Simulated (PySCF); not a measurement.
## Correlation energy of K⁺ (potassium, charge +1)

[Ar], closed-shell 1S. Calculation: PySCF 2.14, in def2-TZVP; the non-relativistic Hamiltonian (point nucleus). Frozen: [Ne] 3s2; 6 electrons correlated.

Total MP2 correlation energy: -126.23 mhartree.

Same-spin part -37.74 and opposite-spin part -88.49 mhartree; SCS-MP2 scales them by 1/3 and 6/5 to -118.77 mhartree.

| level | correlation energy (mhartree) |
| --- | --- |
| CCSD | -136.17 |
| (T) | -0.79 |
| CCSD(T) | -136.96 |

Diagnostics: T1 = 0.0013, D1 = 0.0018, largest double amplitude 0.023.

Is a single reference adequate?

Yes: T1 lies below 0.03 and no double amplitude reaches 0.07.
